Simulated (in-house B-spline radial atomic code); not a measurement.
**Ionising Cr V (Cr4+) with different functionals**

Computed with an all-electron radial atomic-structure program (B-spline basis): non-relativistic Hamiltonian, point nucleus, spin-polarised at highest spin, spherical fractional occupations for the functionals, and exact exchange of hybrids averaged over the configuration. The ionisation energy is the difference of two self-consistent energies, [Ar] 3d2 → [Ar] 3d1, without Breit or QED terms; ε is the level of the shell that loses the electron (its least bound occupied spin orbital).

```
   method                    rung  ΔSCF (eV)  -ε(3d) (eV)
     PBE0           global hybrid          ?            ?
    B3LYP           global hybrid      69.66        61.73
    TPSSh           global hybrid      69.39        60.35
   M06-2X           global hybrid      69.30        65.28
BHandHLYP           global hybrid      69.41        64.95
  r2SCAN0           global hybrid      69.38        62.16
    B97-1           global hybrid      69.43        61.62
    HSE06  range-separated hybrid      69.49        61.74
    wB97X  range-separated hybrid      69.21        64.41
CAM-B3LYP  range-separated hybrid          ?            ?
  LC-wPBE  range-separated hybrid      69.63        64.85
```

(1) What does PBE0 give?

(2) What does CAM-B3LYP give?

(3) Among the functionals, which spreads more, the ΔSCF values or the orbital energies?

(4) How do they compare with the NIST value?

## Answers

(1) ΔSCF 69.52 eV, and -ε(3d) = 62.19 eV.

(2) ΔSCF 69.63 eV, and -ε(3d) = 63.74 eV.

(3) The orbital energies: ΔSCF values span about 0.45 eV and the orbital energies 4.93 eV; here energy differences depend much less on the functional than eigenvalues do.

(4) NIST lists 69.46 eV ± 0.04 (semi-empirical, ground level to ground level). Errors run from -0.25 to +0.20 eV; HSE06 is closest (+0.03 eV), though others lie within the uncertainty of it, and part of that can be cancellation, since the calculations leave out relativity, Breit-QED terms, multiplet and fine-structure energies.
